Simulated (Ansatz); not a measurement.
Calculated with Ansatz (gas phase, PBE0-D4/def2-TZVP geometries, no zero-point term in ΔE). CCSD(T)/CBS adds triple-zeta CCSD(T) − MP2 to the extrapolated MP2 energy (def2 sets, frozen cores). Functionals use def2-TZVPP. def2 core potentials past Kr. For Te outer-core shells are correlated without core-valence functions, which leaves a few kJ/mol of doubt a bond. One conformer a species, not always the lowest.

Reaction (ligand exchange at the Si–O bond): `N[SiH2]O[SiH2][SiH3]` + H₂Te → `N[SiH2][TeH]` + `O[SiH2][SiH3]`

`N[SiH2]O[SiH2][SiH3]`:

Z-matrix (Å, degrees):
```
Si
O 1 1.640
N 1 1.704 2 114.4
H 1 1.482 2 106.9 3 119.6
H 1 1.482 2 107.0 3 -119.5
Si 2 1.637 1 142.8 3 1.6
H 3 1.005 1 123.6 2 85.3
H 3 1.005 1 123.4 2 -86.2
Si 6 2.347 2 112.6 1 -1.4
H 6 1.489 2 109.0 1 -122.6
H 6 1.489 2 109.1 1 119.9
H 9 1.489 6 111.9 2 61.4
H 9 1.491 6 108.5 2 -179.7
H 9 1.489 6 111.9 2 -60.8
```

H₂Te:

Z-matrix (Å, degrees):
```
Te
H 1 1.656
H 1 1.656 2 90.4
```

`N[SiH2][TeH]`:

Z-matrix (Å, degrees):
```
Si
Te 1 2.513
N 1 1.714 2 118.0
H 1 1.483 2 102.2 3 -120.1
H 1 1.482 2 108.8 3 121.4
H 2 1.658 1 91.9 3 -68.0
H 3 1.008 1 118.5 2 81.9
H 3 1.008 1 119.5 2 -57.9
```

`O[SiH2][SiH3]`:

```xyz
9

O    -1.790   -0.924   -0.482
Si   -0.803    0.404   -0.493
Si    1.186    0.050    0.702
H    -1.440   -1.740   -0.840
H    -0.452    0.805   -1.887
H    -1.599    1.493    0.125
H     2.055    1.256    0.612
H     1.930   -1.106    0.128
H     0.914   -0.239    2.136
```

| level | ΔE (kJ/mol) |
| --- | --- |
| ωB97M-V | 70.5 |
| CCSD(T)/def2-TZVPP | 71.4 |
| HF/def2-QZVPP | 83.0 |
| MP2/def2-QZVPP | 61.6 |

What does CCSD(T)/CBS give? (An estimate is asked.)

The calculation gave: +64.3 kJ/mol. The listed levels differ from it by 6.2, 7.1, 18.7, -2.7 kJ/mol.

Largest T1 diagnostic among the species: 0.012.

In def2-TZVPP, CCSD(T) changes the Hartree–Fock value by −10.3 kJ/mol (the triples alone add −2.6 kJ/mol) and MP2 by −16.5 kJ/mol. From PBE to PBE0 (25 % exact exchange), in def2-TZVPP and without D4, ΔE moves by +6.5 kJ/mol.
